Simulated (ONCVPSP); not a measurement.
## Logarithmic derivatives: iron, ONCV

* Element: iron
* Generator: ONCVPSP 4.0.1
* Type: optimised norm-conserving Vanderbilt (ONCV)
* Functional: PBEsol
* Relativity: scalar-relativistic
* Frozen core: [Ne]
* Valence charge: 16
* Reference configuration: 3s2 3p6 3d6 4s2
* Partial waves: 3s+4s: rc 1.60 bohr, ncon 4, nbas 7, qcut 7.1 1/bohr, 2 projectors; 3p: rc 0.85 bohr, ncon 4, nbas 7, qcut 7.8 1/bohr, 2 projectors, debl 2.6 Ha; 3d: rc 1.25 bohr, ncon 4, nbas 8, qcut 10.7 1/bohr, 2 projectors, debl 1.8 Ha
* Local potential: polynomial inside 0.65 bohr (lpopt 2, dvloc0 4 Ha)
* Core correction: Teter function, fcfact 4.25, rcfact 1

The phase is arctan(r·R′/R) of the radial function R(r), unwrapped; energies in Ha, scanned from -5 to 5 Ha. A pole is an energy at which the radial function vanishes at the test radius. The pseudo phase is shifted by a multiple of π to meet the all-electron one at the reference energy, and phase errors are pseudo minus all-electron; the curves can meet again beyond the range given. Levels narrower than the energy grid can be missing from the lists of poles.

For each channel, where are the poles, and over which energies does the pseudopotential scatter like the atom?

```
channel  radius (bohr)  reference energy (Ha)  poles, all-electron  poles, pseudo  unbroken range about the reference energy with phases within 0.05 rad  phase error 1 Ha above the reference energy (rad)
      s           1.62                  -0.20                -3.26    -3.26, 4.95                                                        the whole range                                             -0.001
      p           0.86                  -2.20                 4.05           4.05                                                        the whole range                                             +0.000
      d           1.27                  -0.28                 0.95           0.95                                                        the whole range                                             +0.000
```

Phases in the p channel:

```
E (Ha)  all-electron  pseudo
 -4.96         0.017   0.017
 -4.48        -0.215  -0.215
 -4.00        -0.442  -0.442
 -3.52        -0.645  -0.645
 -3.04        -0.814  -0.814
 -2.56        -0.951  -0.951
 -2.08        -1.060  -1.060
 -1.60        -1.148  -1.148
 -1.12        -1.219  -1.219
 -0.64        -1.278  -1.278
 -0.16        -1.327  -1.327
  0.32        -1.369  -1.369
  0.80        -1.405  -1.405
  1.28        -1.437  -1.437
  1.76        -1.466  -1.466
  2.24        -1.491  -1.491
  2.72        -1.514  -1.514
  3.20        -1.536  -1.536
  3.68        -1.556  -1.556
  4.16        -1.575  -1.575
  4.64        -1.593  -1.593
```
